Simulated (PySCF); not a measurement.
Computed spectra and the visible range. Vertical TDDFT excitations of isolated species (PySCF; the level stands beside each; core orbitals frozen in the response), one conformer each, no solvent.

1. `CCC(C)=C=S`
2. `C[C@@H]1CCC1=S`
3. `C(N=C=S)#CC#C`
4. `CC(=S)S[SiH2]Cl`
5. `[H]/N=C(\C)CCC(F)(F)F`
6. `C#CCC(C)([SiH3])[SiH3]`
7. `CO[Si@@H](Cl)C1CC1`
8. `F[Si](F)(F)[SiH](P)P`

Question: For which of them does the calculation put a singlet between 380 and 750 nm?

Answer: 1, 2 and 4.

1. (CAM-B3LYP/def2-SVPD on a GFN2-xTB geometry) 551 nm (f 0.000); 226 nm (f 0.024); 221 nm (f 0.014); 213 nm (f 0.000); 195 nm (f 0.020). S1 lies in the visible range (380 to 750 nm), at 551 nm, dark in the vertical dipole picture (f under 0.0005); light of that wavelength is green, and its complementary colour is purple; a Tamm–Dancoff triplet lies at 650 nm, without intensity as long as spin–orbit coupling is left out.
2. (CAM-B3LYP/def2-SVPD on a GFN2-xTB geometry) 492 nm (f 0.000); 221 nm (f 0.215); 214 nm (f 0.015); 201 nm (f 0.076); 199 nm (f 0.004). S1 lies in the visible range (380 to 750 nm), at 492 nm, dark in the vertical dipole picture (f under 0.0005); light of that wavelength is green-blue to blue-green, and its complementary colour is orange to red; a Tamm–Dancoff triplet lies at 592 nm, without intensity as long as spin–orbit coupling is left out.
3. (CAM-B3LYP/def2-SVPD on a GFN2-xTB geometry) 350 nm (f 0.000); 334 nm (f 0.000); 333 nm (f 0.000); 236 nm (f 0.000); 225 nm (f 0.009). No computed singlet lies in the visible range (380 to 750 nm); the lowest, at 350 nm, stands 0.28 eV above its violet end (3.26 eV); a Tamm–Dancoff triplet lies at 411 nm, without intensity as long as spin–orbit coupling is left out.
4. (PBE0/def2-SVPD on a GFN2-xTB geometry) 451 nm (f 0.000); 277 nm (f 0.110); 244 nm (f 0.008); 233 nm (f 0.001); 220 nm (f 0.003). S1 lies in the visible range (380 to 750 nm), at 451 nm, dark in the vertical dipole picture (f under 0.0005); light of that wavelength is blue, and its complementary colour is yellow; a Tamm–Dancoff triplet lies at 529 nm, without intensity as long as spin–orbit coupling is left out.
5. (PBE0/def2-SVPD on a GFN2-xTB geometry) 228 nm (f 0.002); 177 nm (f 0.038); 158 nm (f 0.051); 157 nm (f 0.031); 153 nm (f 0.029).
6. (PBE0/def2-SVPD on a GFN2-xTB geometry) 189 nm (f 0.001); 183 nm (f 0.015); 181 nm (f 0.001); 176 nm (f 0.042); 170 nm (f 0.031).
7. (wB97X-D/def2-SVPD on a GFN2-xTB geometry) 161 nm (f 0.018); 153 nm (f 0.000); 152 nm (f 0.010); 151 nm (f 0.011); 147 nm (f 0.012).
8. (wB97X-D/def2-SVPD on a GFN2-xTB geometry) 203 nm (f 0.028); 198 nm (f 0.127); 193 nm (f 0.175); 191 nm (f 0.026); 185 nm (f 0.072).
